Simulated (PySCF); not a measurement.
BH₂, SMILES [BH2+], charge +1.

Geometry: r2SCAN-D4/def2-TZVPD.

Two levels are set side by side: PBE/def2-TZVPD (PySCF) and HF/def2-TZVPD (PySCF). Same geometry, gas phase. Differences are taken from unrounded values.

| quantity | PBE |
|---|---|
| orbital gap (eV) | 6.85 |
| highest occupied level (eV) | -18.96 |
| lowest empty level (eV) | -12.11 |
| mean polarisability (bohr³) | 9.8 |

Q: These are the PBE values. What does HF give? (An estimate is asked for; the answer gives what the named calculation found.)

A: 
```json
[
 {"quantity": "orbital gap (eV)", "HF": "17.90", "PBE minus HF": "-11.05"},
 {"quantity": "highest occupied level (eV)", "HF": "-24.47", "PBE minus HF": "5.51"},
 {"quantity": "lowest empty level (eV)", "HF": "-6.56", "PBE minus HF": "-5.55"},
 {"quantity": "mean polarisability (bohr³)", "HF": "9.2", "PBE minus HF": "0.5"}
]
```

Without exact exchange PBE keeps part of each electron's self-repulsion, which lifts occupied levels and narrows the gap. Loosely held outer electrons make PBE densities more polarisable. Differences between two approximate levels are no errors against the true value.
